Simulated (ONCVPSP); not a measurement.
## What one change does to a pseudopotential (rhenium, ONCV)

```
Element                 : rhenium
Generator               : ONCVPSP 4.0.1
Type                    : optimised norm-conserving Vanderbilt (ONCV)
Functional              : PBE
Relativity              : fully relativistic
Frozen core             : [Xe] 4f14
Valence charge          : 7
Reference configuration : 5d5 6s2
Partial waves           : 6s: rc 2.70 bohr, ncon 3, nbas 6, qcut 2.8 1/bohr, 2 projectors, debl 1.7 Ha; p scattering state at 0.23 Ha: rc 2.85 bohr, ncon 4, nbas 7, qcut 2.5 1/bohr, 2 projectors, debl 2.5 Ha; 5d: rc 2.15 bohr, ncon 4, nbas 9, qcut 6.1 1/bohr, 1 projector
Local potential         : polynomial inside 1.70 bohr (lpopt 4, dvloc0 6 Ha)
Core correction         : none
```

Open shells are filled in proportion to 2j + 1.

In the p channel the program set the typed energies aside and used 0.050, 2.550 Ha (j = l + 1/2; the other j can differ).

Change: p: debl 0.3. In the p channel the program set the typed energies aside and used 0.050, 0.350 Ha (j = l + 1/2; the other j can differ).

Cutoffs: the cutoffs (Ha) at which the residual kinetic energy of the hardest occupied pseudo-wave falls to 1 and 0.1 mHa per electron; they do not see the model core or the augmentation charge, which bear on the density cutoff. Errors are all-electron minus pseudo energies relative to the spin-unpolarised reference configuration.

Predict the effect on cutoff, ghosts and configuration errors.

The potential gets neither clearly harder nor softer (14 Ha and 16 Ha → 14 Ha and 16 Ha); the errors of the 4 common tests hardly move; the range in which the p3/2 phases agree narrows (upper end 2.8 → 1.5); the range in which the p1/2 phases agree narrows (upper end 4.1 → 1.7); neither file shows a bound ghost.

| quantity | base | changed |
| --- | --- | --- |
| cutoff, loose | 14 Ha | 14 Ha |
| cutoff, tight | 16 Ha | 16 Ha |
| bound ghosts | none | none |
| GHOST(+) flags under 300 eV | s at 104.8 eV | s at 104.8 eV, p3/2 at 240.3 eV |
| error for 5d5 6s1, meV [ΔE 9.26 eV] | +5.3 | +5.3 |
| error for 5d5 6s0, meV [ΔE 25.58 eV] | +57 | +57 |
| error for 5d4 6s0, meV [ΔE 52.70 eV] | +109 | +109 |
| error for 5d3 6s0, meV [ΔE 92.03 eV] | +110 | +110 |
| s: phases at 2.74 bohr within 0.05 rad from the reference energy up to (Ha; the scan ends near 5) | 2.2 | 2.2 |
| p3/2: phases at 2.89 bohr within 0.05 rad from the reference energy up to (Ha; the scan ends near 5) | 2.8 | 1.5 |
| p1/2: phases at 2.89 bohr within 0.05 rad from the reference energy up to (Ha; the scan ends near 5) | 4.1 | 1.7 |
| d5/2: phases at 2.18 bohr within 0.05 rad from the reference energy up to (Ha; the scan ends near 5) | 1.6 | 1.6 |
| d3/2: phases at 2.18 bohr within 0.05 rad from the reference energy up to (Ha; the scan ends near 5) | 1.5 | 1.5 |
